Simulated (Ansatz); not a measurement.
Two members of one family ((X3Ge)2Y), computed with Ansatz in the gas phase. The two geometries come from different levels. Binding counts from free atoms in the multiplicity of their measured ground term, without zero-point energy. A dash marks a value that wasn't run or was left out as unsound. The structures are stationary points that may keep the symmetry of their start.

First: (H3Ge)2O (singlet, charge 0, r2SCAN-D4/def2-SVP geometry).

Cartesian coordinates in Å:
```
Ge -1.4059 0.6329 0.4306
H -1.0634 0.6456 1.9338
H -2.1508 1.9078 0.0216
H -2.2256 -0.6265 0.0893
O 0.0994 0.6345 -0.5191
Ge 1.4171 -0.5620 -0.4890
H 2.0543 -0.5856 0.9136
H 0.8536 -1.9540 -0.8339
H 2.4211 -0.0927 -1.5470
```

```tsv
level	HOMO (eV)	LUMO (eV)	gap (eV)	vertical IE (eV)	vertical triplet (eV)	binding per atom (eV)
PBE-D4/def2-TZVP	-6.70	-1.14	5.56	9.82	5.49	2.89
r2SCAN-D4/def2-TZVP	-7.05	-0.82	6.23	9.99	5.73	2.93
B3LYP-D4/6-31G	-7.58	-0.43	7.14	–	–	2.79
PBE0-D4/def2-SVP	-8.10	-0.01	8.08	–	–	2.86
r2SCAN0-D4/def2-TZVP	-8.43	-0.07	8.36	–	–	2.88
```

Second: (H3Ge)2NH (singlet, charge 0, PBE0-D4/def2-SVP geometry).

```xyz
10

Ge    1.054    0.830   -0.950
H     2.264    0.301   -1.744
H    -0.116    1.169   -1.891
H     1.478    2.111   -0.192
N     0.464   -0.506    0.161
Ge   -1.226   -0.689    0.850
H    -1.444   -2.171    1.211
H    -2.203   -0.240   -0.251
H    -1.466    0.171    2.116
H     1.194   -0.975    0.691
```

Problem. Estimate how these quantities change from the first to the second (second minus first).

Solution. 
```
               level  Δ HOMO (eV)  Δ LUMO (eV)  Δ gap (eV)  Δ vertical IE (eV)  Δ vertical triplet (eV)  Δ binding per atom (eV)
    PBE-D4/def2-TZVP         1.01         0.35       -0.66               -1.04                    -0.67                    -0.04
 r2SCAN-D4/def2-TZVP         1.07         0.39       -0.68               -1.16                    -0.82                    -0.07
      B3LYP-D4/6-31G         1.14         0.41       -0.73                   –                        –                    -0.01
    PBE0-D4/def2-SVP         1.17         0.38       -0.79                   –                        –                    -0.03
r2SCAN0-D4/def2-TZVP         1.19         0.33       -0.87                   –                        –                    -0.06
```
